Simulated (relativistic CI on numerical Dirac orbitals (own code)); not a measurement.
## Radial parameters of Ti XI

These numbers are calculated, not measured: Dirac-Coulomb-Breit CI, orbitals from a KLI potential per configuration, a model potential for QED, unscaled Slater integrals (own radial code, finite nucleus).

Slater integrals F^k, G^k are unscaled and averaged over j, outside the closed core [Ne]; ζ comes from projecting the Hamiltonian with its Breit term on Σ l·s of the shell.

- 3s.3p: G^1(3s,3p) = 150660, ζ(3p) = 5399.8 cm⁻¹; <r>(3s) = 0.8664, <r^2>(3s) = 0.8525, <r>(3p) = 0.8731, <r^2>(3p) = 0.8764 (bohr units).
- 3p2: F^2(3p,3p) = 114830, ζ(3p) = 5392.3 cm⁻¹; <r>(3p) = 0.8753, <r^2>(3p) = 0.881 (bohr units).
- 3s.3d: G^2(3s,3d) = 102950, ζ(3d) = 295.21 cm⁻¹; <r>(3s) = 0.8673, <r^2>(3s) = 0.8543, <r>(3d) = 0.836, <r^2>(3d) = 0.8126 (bohr units).

Averages of the first 10 configurations, taken without configuration mixing, which lowers the lowest level and can move excited configurations by several eV; other configurations of the list can lie among them:

| Configuration | Parity | States | Average energy above the lowest level (eV) |
| --- | --- | --- | --- |
| 3s2 | even | 1 | 2.0 |
| 3s.3p | odd | 12 | 25.4 |
| 3p2 | even | 15 | 53.9 |
| 3s.3d | even | 20 | 63.6 |
| 3d2 | even | 45 | 127.4 |
| 3p.3d | odd | 60 | 89.8 |
| 3p.4s | odd | 12 | 158.1 |
| 3s.4s | even | 4 | 131.1 |
| 3s.4p | odd | 12 | 141.6 |
| 3d.4s | even | 20 | 194.2 |
